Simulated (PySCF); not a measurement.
Species: H10O2Si4.
Numbering: `[SiH3:1][O:2][SiH2:3][SiH2:4][O:5][SiH3:6]` (hydrogens: H7, H8, H9 on Si1; H10, H11 on Si3; H12, H13 on Si4; H14, H15, H16 on Si6)

Structure used (PBE0-D3(BJ)/def2-SVP), in Å, numbered top down from 1:
```
atom  x, y, z in Å
Si1    3.800   -0.391    0.627
O2     2.302   -0.500   -0.070
Si3    0.967    0.262   -0.707
Si4   -0.878   -0.436    0.555
O5    -2.228    0.330   -0.051
Si6   -3.866    0.511    0.134
H7     4.421   -1.746    0.623
H8     3.682    0.091    2.037
H9     4.667    0.558   -0.136
H10    1.129    1.751   -0.642
H11    0.818   -0.122   -2.144
H12   -1.045   -1.922    0.473
H13   -0.690   -0.086    2.000
H14   -4.334    1.542   -0.833
H15   -4.187    0.949    1.527
H16   -4.565   -0.782   -0.137
```

The closed-shell ground state was solved at several levels (PySCF, density fitting, gas phase, non-relativistic).

```json
{"level": "PBE0/6-31G*", "basis functions": "120", "total energy (Eh)": "-1313.8171", "HOMO (eV)": "-7.59", "LUMO (eV)": "-0.70", "gap (eV)": "6.89", "dipole (D)": "0.38"}
{"level": "BP86/pcSseg-1", "basis functions": "180", "total energy (Eh)": "-1314.6272", "HOMO (eV)": "-6.65", "LUMO (eV)": "-1.76", "gap (eV)": "4.89", "dipole (D)": "0.34"}
{"level": "PBE0/6-31G", "basis functions": "90", "total energy (Eh)": "-1313.6057", "HOMO (eV)": "-7.47", "LUMO (eV)": "-0.60", "gap (eV)": "6.87", "dipole (D)": "0.77"}
{"level": "LDA/pcSseg-1", "basis functions": "180", "total energy (Eh)": "-1308.7459", "HOMO (eV)": "-6.60", "LUMO (eV)": "-1.98", "gap (eV)": "4.62", "dipole (D)": "0.38"}
{"level": "PBE0/6-311+G(2d,p)", "basis functions": "254", "total energy (Eh)": "-1313.9948", "HOMO (eV)": "-7.77", "LUMO (eV)": "-1.09", "gap (eV)": "6.68", "dipole (D)": "0.31"}
{"level": "PBE0/STO-3G", "basis functions": "56", "total energy (Eh)": "-1298.3362", "HOMO (eV)": "-3.44", "LUMO (eV)": "5.29", "gap (eV)": "8.73", "dipole (D)": "0.31"}
```

**Question.** What might wB97X-D/pcSseg-1 (180 basis functions) give for the same quantities?

**Answer.** Total energy -1314.4466 Eh, HOMO -9.58 eV, LUMO 0.95 eV, gap 10.53 eV, dipole 0.38 D.

**Question.** Over all these levels, which gives the widest orbital gap and which the narrowest?

**Answer.** wB97X-D/pcSseg-1 (range-separated hybrid) has the widest, 10.53 eV, and LDA/pcSseg-1 (LDA) the narrowest, 4.62 eV. The two share the basis. From the narrowest to the widest the HOMO moves by -2.98 eV and the LUMO by +2.93 eV.

**Question.** How much does the basis alone move the frontier levels among the 4 PBE0 rows?

**Answer.** The HOMO by 4.33 eV and the LUMO by 6.38 eV. By rising basis size (HOMO, LUMO in eV): STO-3G -3.44, 5.29; 6-31G -7.47, -0.60; 6-31G* -7.59, -0.70; 6-311+G(2d,p) -7.77, -1.09.

**Question.** How far do the dipole and the HOMO energy spread over the levels?

**Answer.** The dipole runs from 0.31 to 0.77 D (mean 0.41 D) and the HOMO from -9.58 to -3.44 eV.

One conformer stands for the species.

The pairwise dispersion term of wB97X-D wasn't added to the energies; at a given geometry it leaves orbitals and properties as they are.
